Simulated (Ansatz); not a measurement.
Molecule: SiHCl2 (charge 0, doublet). SMILES: [SiH](Cl)Cl

Atoms: Cl1, Si2, Cl3, H4. Bonds: Cl1-Si2, Si2-Cl3, Si2-H4.

Bond lengths (Å) and angles (degrees) optimised at HF/3-21G with Ansatz (an electronic-structure program); PBE/6-31G* with Ansatz; B3LYP/LANL2DZ with Ansatz, each started from the B3LYP-D3(BJ)/def2-TZVP structure (Ansatz) of the last column. A row stands for all coordinates that are equal there. 6-31G* holds six Cartesian d functions. No wavenumbers were computed at PBE/6-31G*, B3LYP/LANL2DZ, so these may be saddle points.

```json
[
 {"coordinate": "Cl1-Si2", "HF/3-21G": "2.173", "PBE/6-31G*": "2.080", "B3LYP/LANL2DZ": "2.184", "B3LYP-D3(BJ)/def2-TZVP": "2.062"},
 {"coordinate": "Si2-H4", "HF/3-21G": "1.477", "PBE/6-31G*": "1.506", "B3LYP/LANL2DZ": "1.491", "B3LYP-D3(BJ)/def2-TZVP": "1.486"},
 {"coordinate": "Cl1-Si2-Cl3", "HF/3-21G": "110.6", "PBE/6-31G*": "110.9", "B3LYP/LANL2DZ": "110.5", "B3LYP-D3(BJ)/def2-TZVP": "110.2"},
 {"coordinate": "Cl1-Si2-H4", "HF/3-21G": "107.4", "PBE/6-31G*": "107.1", "B3LYP/LANL2DZ": "107.0", "B3LYP-D3(BJ)/def2-TZVP": "107.7"}
]
```

Mean signed difference of all 3 bond lengths from B3LYP-D3(BJ)/def2-TZVP: HF/3-21G 0.071 Å, PBE/6-31G* 0.019 Å, B3LYP/LANL2DZ 0.083 Å.
